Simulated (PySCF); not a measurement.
PySCF input file for F3S, SMILES [S](F)(F)F, multiplicity 2, PBE0-D3(BJ)/def2-TZVP. Geometry: PBE0-D3(BJ)/def2-TZVP. The geometry has at least one imaginary mode, so it is a saddle point at that level. The isomer is the one that the SMILES or the coordinates give; other isomers of the formula were not compared.

```python
import numpy as np
from pyscf import gto, scf, dft
from pyscf.hessian import thermo

mol = gto.M(
    atom='''
    F     0.00000000    1.65734233   -0.28528211
    S     0.00000000   -0.00000000   -0.35877114
    F     0.00000000   -1.65734232   -0.28528212
    F     0.00000000   -0.00000000    1.20837960
    ''',
    basis='def2-TZVP',
    charge=0,
    spin=1,
    max_memory=1600,
    verbose=3,
)
mf = dft.UKS(mol, xc='pbe0').density_fit(auxbasis='def2-universal-jkfit')
mf.disp = 'd3bj'
mf.grids.level = 3
mf.conv_tol = 1e-11
mf.max_cycle = 100
mf.kernel()
fine, coarse = mf.grids, dft.Grids(mol).set(level=1).build(with_non0tab=True)
for _ in range(3):  # follow internal instabilities
    mf.grids = coarse
    mo, _, stable, _ = mf.stability(return_status=True, nroots=4)
    mf.grids = fine
    if stable:
        break
    mf.kernel(mf.make_rdm1(mo, mf.mo_occ))

# [left out here: the lines that compute and print the analytic Hessian (its translational invariance restored by hand, since the grid's response is missing), thermochemistry and intensities]
```

Log of the run:

```

WARN: HOMO -0.224597001642202 >= LUMO -0.224597001642209

converged SCF energy = -697.375398271534  <S^2> = 0.75889189  2S+1 = 2.0088722
<class 'pyscf.df.df_jk.DFUKS'> wavefunction is stable in the internal stability analysis

WARN: DFTD3 does not support analytical Hessian, using finite difference


WARN: Mole.unit (angstrom) is changed to Bohr

Mode                                 0                   1                   2
Irrep
Freq [cm^-1]                     -113.4502            373.9139            486.0167
Reduced mass [au]                  24.0723             21.1141             19.2966
Force const [Dyne/A]               -0.1825              1.7393              2.6856
Char temp [K]                    -163.2295            537.9789            699.2698
Normal mode                   x     y     z       x     y     z       x     y     z
       0   F                 0.11 -0.00  0.00   -0.00 -0.02  0.12    0.00 -0.06  0.08
       1   S                -0.13  0.00 -0.00    0.00  0.00 -0.09   -0.00 -0.03 -0.00
       2   F                 0.11  0.00  0.00   -0.00  0.02  0.12    0.00 -0.06 -0.08
       3   F                -0.01 -0.00  0.00    0.00 -0.00 -0.10   -0.00  0.18 -0.00
Mode                                 3                   4                   5
Irrep
Freq [cm^-1]                      576.2804            733.7725            873.6876
Reduced mass [au]                  19.0454             24.7617             22.5654
Force const [Dyne/A]                3.7266              7.8551             10.1486
Char temp [K]                     829.1392           1055.7353           1257.0419
Normal mode                   x     y     z       x     y     z       x     y     z
       0   F                -0.00 -0.16 -0.01    0.00  0.11  0.01   -0.00 -0.04 -0.01
       1   S                 0.00  0.00 -0.01   -0.00 -0.13 -0.00    0.00 -0.00  0.11
       2   F                -0.00  0.16 -0.01    0.00  0.11 -0.01   -0.00  0.04 -0.01
       3   F                 0.00  0.00  0.05   -0.00  0.02  0.00    0.00  0.00 -0.17
temperature 298.1500 [K]
pressure 101325.00 [Pa]
Rotational constants [GHz] 14.45761 4.84223 3.62734
Symmetry number 2
Zero-point energy (ZPE) 0.00693 [Eh]   18205.196 [J/mol]
                           tot       elec      trans        rot        vib
Entropy [J/mol/K]       279.064      5.763    164.734     97.380     11.186
Cv [J/mol/K]             46.667      0.000     12.472     12.472     21.724
Cp [J/mol/K]             54.982      0.000     20.786     12.472     21.724
Internal energy [J/mol]                      3718.434   3718.434  20576.512
Internal energy [Eh]   -697.36473  -697.37540
Enthalpy [J/mol]                             6197.391   3718.434  20576.512
Enthalpy [Eh]          -697.36378
Gibbs free energy [J/mol]                  -42918.182 -25315.428  17241.387
Gibbs free energy [Eh] -697.39547
mode   freq/cm-1   IR/(km/mol)
   1     -113.45         5.344
   2      373.91        12.556
   3      486.02         0.438
   4      576.28         4.752
   5      733.77       594.721
   6      873.69       115.627
max |gradient| / (hartree/bohr): 2.6955636397495366e-05
APT charges: [-0.6524  1.7609 -0.6524 -0.4558]
```

Self-consistency was reached. The end point has an imaginary mode, so it is no minimum.

Cost: very roughly 2.9 core-minutes.
